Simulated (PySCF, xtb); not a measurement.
Al(F)(Br)(vinyl) (C₂H₃AlBrF), SMILES C=[CH][Al]([F])[Br]. The values are those of a single conformer.

Harmonic wavenumbers (cm⁻¹) from GFN2-xTB (xtb) at its own minimum, in rising order: 78, 101, 136, 198, 268, 389, 428, 645, 803, 927, 966, 1028, 1220, 1401, 1618, 2965, 3045, 3061.

Question: What does PySCF with B3LYP-D3(BJ)/def2-SVP give at its own minimum? (Estimate from the structure and the level; the computed values follow.)

Answer: 86, 96, 185, 215, 306, 380, 475, 672, 885, 997, 1013, 1051, 1266, 1419, 1644, 3103, 3126, 3193. Paired by order, the mean absolute difference is 48 cm⁻¹ and the zero-point energies are 27.6 and 28.8 kcal/mol.
